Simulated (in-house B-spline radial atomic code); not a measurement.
A fraction x of an electron is removed from 5s in Sn+, starting from [Kr] 4d10 5s2 5p1 and keeping the highest spin. Method: non-relativistic LDA exchange-only, spin-polarised, spherical fractional occupations, point nucleus. Calculated with a radial B-spline atomic code at the basis-set limit.

```
   x  E(x) - E(0) (eV)  5s down level (eV)
   0            0.0000             -15.528
0.03            0.4693             -15.758
0.14                 ?                   ?
0.34            5.7246             -18.151
0.49            8.5342             -19.311
 0.5                 ?                   ?
0.51            8.9220             -19.465
0.75           13.8141             -21.294
0.87           16.4228             -22.178
0.94           17.9927             -22.671
   1           19.3650                   -
```

Q: What belongs in the row x = 0.14?

A: An energy change of 2.2492 eV; 5s down at -16.604 eV.

Q: What belongs in the row x = 0.5?

A: An energy change of 8.7277 eV; 5s down at -19.388 eV.

Q: Check Janak's theorem between x = 0.34 and 0.49.

A: The slope of the energy is 18.73 eV; the orbital levels give 18.73 eV (-ε of the emptying orbital, averaged over the two points).
